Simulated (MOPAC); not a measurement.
Job for MOPAC: PM6 on BH5N2O (SMILES NB(N)O), a point of a torsion scan.

```
PM6 1SCF PRECISE CHARGE=0 THREADS=1
BH5N2O

N      0.89103735 1     0.84086779 1    -0.07938626 1
B      0.00222143 1    -0.25446479 1    -0.05542448 1
N     -1.39191677 1    -0.04043127 1    -0.02661946 1
O      0.50321626 1    -1.55395372 1    -0.07229320 1
H      1.88221293 1     0.71428447 1    -0.16844488 1
H      0.59870869 1     1.79389794 1    -0.18984213 1
H     -1.82000574 1     0.85997194 1    -0.13620697 1
H     -2.04360391 1    -0.80135786 1    -0.07844387 1
H      0.67108899 1    -1.92529798 1     0.78763528 1
```

It printed:

```
*******************************************************************************
 **                                                                           **
 **                              MOPAC v23.2.5                                **
 **                                                                           **
 *******************************************************************************
 ** MOPAC's Digital Object Identifier: https://doi.org/10.5281/zenodo.6511958 **
 **                                                                           **
 ** Please cite the open-source release paper for use of this MOPAC version:  **
 ** J. E. Moussa and J. J. P. Stewart (2026)                                  **
 ** MOPAC: An open-source semiempirical molecular orbital program             **
 ** J. Open Source Softw., 11(119), 8025, https://doi.org/10.21105/joss.08025 **
 *******************************************************************************

                              PM6 CALCULATION RESULTS

 *******************************************************************************
 *  PM6        - The PM6 Hamiltonian to be used
 *
 *
 *
 *                 CHARGE ON SYSTEM = 0
 *
 *
 *
 *  PRECISE    - TIGHTER CRITERIA TO BE USED
 *  1SCF       - DO 1 SCF AND THEN STOP
 *  THREADS=1  - MULTI-THREADING NOT USED
 *  T=         - A TIME OF 172800.0 SECONDS REQUESTED
 *  DUMP=N     - RESTART FILE WRITTEN EVERY 7200.0 SECONDS REQUESTED
 *******************************************************************************
PM6 1SCF PRECISE CHARGE=0 THREADS=1
 BH5N2O

   ATOM   CHEMICAL          X               Y               Z
  NUMBER   SYMBOL      (ANGSTROMS)     (ANGSTROMS)     (ANGSTROMS)

     1       N          0.89103735  *   0.84086779  *  -0.07938626  *
     2       B          0.00222143  *  -0.25446479  *  -0.05542448  *
     3       N         -1.39191677  *  -0.04043127  *  -0.02661946  *
     4       O          0.50321626  *  -1.55395372  *  -0.07229320  *
     5       H          1.88221293  *   0.71428447  *  -0.16844488  *
     6       H          0.59870869  *   1.79389794  *  -0.18984213  *
     7       H         -1.82000574  *   0.85997194  *  -0.13620697  *
     8       H         -2.04360391  *  -0.80135786  *  -0.07844387  *
     9       H          0.67108899  *  -1.92529798  *   0.78763528  *



          CARTESIAN COORDINATES

    NO.       ATOM           X           Y           Z

     1         N          0.8910      0.8409     -0.0794
     2         B          0.0022     -0.2545     -0.0554
     3         N         -1.3919     -0.0404     -0.0266
     4         O          0.5032     -1.5540     -0.0723
     5         H          1.8822      0.7143     -0.1684
     6         H          0.5987      1.7939     -0.1898
     7         H         -1.8200      0.8600     -0.1362
     8         H         -2.0436     -0.8014     -0.0784
     9         H          0.6711     -1.9253      0.7876

 General Reference for PM6:
 "Optimization of Parameters for Semiempirical Methods V: Modification of NDDO Approximations
 and Application to 70 Elements", J. J. P. Stewart, J. Mol. Mod., 13, 1173-1213 (2007)
 URL: https://link.springer.com/article/10.1007/s00894-007-0233-4

           Empirical Formula: H5 N2 O B  =     9 atoms



      MOLECULAR POINT GROUP   :   Cs


      RHF CALCULATION, NO. OF DOUBLY OCCUPIED LEVELS = 12


 -------------------------------------------------------------------------------
 PM6 1SCF PRECISE CHARGE=0 THREADS=1
 BH5N2O



     1SCF WAS SPECIFIED, SO BFGS WAS NOT USED
     SCF FIELD WAS ACHIEVED


                              PM6 CALCULATION
                                                       MOPAC v23.2.5 Linux




          FINAL HEAT OF FORMATION =       -108.29889 KCAL/MOL =    -453.12255 KJ/MOL


          COSMO AREA              =         95.03 SQUARE ANGSTROMS
          COSMO VOLUME            =         76.32 CUBIC ANGSTROMS

          IONIZATION POTENTIAL    =          9.053139 EV
          HOMO LUMO ENERGIES (EV) =         -9.053  2.158
          NO. OF FILLED LEVELS    =         12
          MOLECULAR WEIGHT        =         59.8623         POINT GROUP:  Cs

          MOLECULAR DIMENSIONS (Angstroms)

            Atom       Atom       Distance
            H     8    H     5     4.20919
            H     9    H     7     3.62283
            O     4    H     6     0.72488


          SCF CALCULATIONS        =          1





   ATOM   CHEMICAL          X               Y               Z
  NUMBER   SYMBOL      (ANGSTROMS)     (ANGSTROMS)     (ANGSTROMS)

     1       N          0.89103735  *   0.84086779  *  -0.07938626  *
     2       B          0.00222143  *  -0.25446479  *  -0.05542448  *
     3       N         -1.39191677  *  -0.04043127  *  -0.02661946  *
     4       O          0.50321626  *  -1.55395372  *  -0.07229320  *
     5       H          1.88221293  *   0.71428447  *  -0.16844488  *
     6       H          0.59870869  *   1.79389794  *  -0.18984213  *
     7       H         -1.82000574  *   0.85997194  *  -0.13620697  *
     8       H         -2.04360391  *  -0.80135786  *  -0.07844387  *
     9       H          0.67108899  *  -1.92529798  *   0.78763528  *

                             CARTESIAN COORDINATES

   1    N        0.891037350     0.840867790    -0.079386260
   2    B        0.002221430    -0.254464790    -0.055424480
   3    N       -1.391916770    -0.040431270    -0.026619460
   4    O        0.503216260    -1.553953720    -0.072293200
   5    H        1.882212930     0.714284470    -0.168444880
   6    H        0.598708690     1.793897940    -0.189842130
   7    H       -1.820005740     0.859971940    -0.136206970
   8    H       -2.043603910    -0.801357860    -0.078443870
   9    H        0.671088990    -1.925297980     0.787635280


           Empirical Formula: H5 N2 O B  =     9 atoms



      MOLECULAR POINT GROUP   :   Cs


                  EIGENVALUES
 -30.69425 -29.96898 -29.29355 -19.42530 -18.00096 -16.85550 -16.07613 -14.57948
 -13.18315 -11.23031 -10.90577  -9.05314   2.15772   2.48992   3.95331   4.01130
   5.77425   6.17950   6.59925   7.47256   7.58815


              NET ATOMIC CHARGES AND DIPOLE CONTRIBUTIONS

  ATOM NO.   TYPE          CHARGE      No. of ELECS.   s-Pop       p-Pop
    1          N          -0.561497        5.5615     1.45781     4.10369
    2          B           0.403858        2.5961     0.84320     1.75294
    3          N          -0.561161        5.5612     1.45789     4.10327
    4          O          -0.588799        6.5888     1.71628     4.87252
    5          H           0.244701        0.7553     0.75530
    6          H           0.239496        0.7605     0.76050
    7          H           0.239438        0.7606     0.76056
    8          H           0.244735        0.7553     0.75527
    9          H           0.339229        0.6608     0.66077
 DIPOLE           X         Y         Z       TOTAL
 POINT-CHG.    -0.571     1.555     1.001     1.936
 HYBRID        -0.041     0.105    -0.122     0.166
 SUM           -0.612     1.660     0.879     1.976


          ATOMIC ORBITAL ELECTRON POPULATIONS

     Atom    s        px        py        pz
    1  N   1.45781   1.17148   1.16164   1.77057
    2  B   0.84320   0.64790   0.61212   0.49293
    3  N   1.45789   1.16514   1.16577   1.77236
    4  O   1.71628   1.87219   1.50444   1.49588
    5  H   0.75530
    6  H   0.76050
    7  H   0.76056
    8  H   0.75527
    9  H   0.66077

 **********************
 *                    *
 * JOB ENDED NORMALLY *
 *                    *
 **********************




 == MOPAC DONE ==
```

The run finished.

Cost: around 0.010 core-seconds (rough).
